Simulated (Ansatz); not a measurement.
CH3FO2Si, SMILES `O[Si]1(F)CO1`, 8 atoms. Total charge 0; spin multiplicity 1. All runs use 2 threads of an Arm Neoverse V1 on a shared host. Correlated methods freeze the cores.

(1) How many basis functions does each run have, and how long does it take in Ansatz? direct RPA on PBE orbitals/def2-TZVPP energy; RKS CAM-B3LYP-D4/def2-TZVPP energy; RKS r2SCAN0-D4/def2-TZVPP energy; RKS ωB97M-V/def2-TZVPP energy and forces; RHF-CCSD(T)/def2-SVP energy; RHF-MP2/def2-QZVPP energy; RKS PBE0-D4/def2-QZVPP energy; RKS PBE0-D4/def2-SVP energy; RKS PBE0-D4/def2-TZVP frequencies; RKS PBE0-D4/def2-TZVPP energy; RKS PBE0-D4/def2-TZVP relaxation (8 steps); RKS ωB97M-V/def2-QZVPP energy. (Estimate.)

Results:

(1) Ansatz gave: Other jobs shared the machine, so times are rough.

| level | job | functions | wall time | peak host memory (GiB) |
| --- | --- | --- | --- | --- |
| RKS PBE0-D4/def2-SVP | energy | 89 | 1.1 s | 0.16 |
| RKS PBE0-D4/def2-TZVPP | energy | 208 | 3.2 s | 0.41 |
| RKS CAM-B3LYP-D4/def2-TZVPP | energy | 208 | 4 s | 0.47 |
| RHF-CCSD(T)/def2-SVP | energy | 89 | 4.6 s | 0.31 |
| direct RPA on PBE orbitals/def2-TZVPP | energy | 208 | 6 s | 0.4 |
| RKS r2SCAN0-D4/def2-TZVPP | energy | 208 | 6 s | 0.44 |
| RKS PBE0-D4/def2-QZVPP | energy | 388 | 8.5 s | 1.1 |
| RKS ωB97M-V/def2-TZVPP | energy and forces | 208 | 14 s | 0.59 |
| RHF-MP2/def2-QZVPP | energy | 388 | 21 s | 1.8 |
| RKS ωB97M-V/def2-QZVPP | energy | 388 | 22 s | 1.2 |
| RKS PBE0-D4/def2-TZVP | relaxation (8 steps) | 179 | 34 s | 0.39 |
| RKS PBE0-D4/def2-TZVP | frequencies | 179 | 2.4 min | 0.39 |
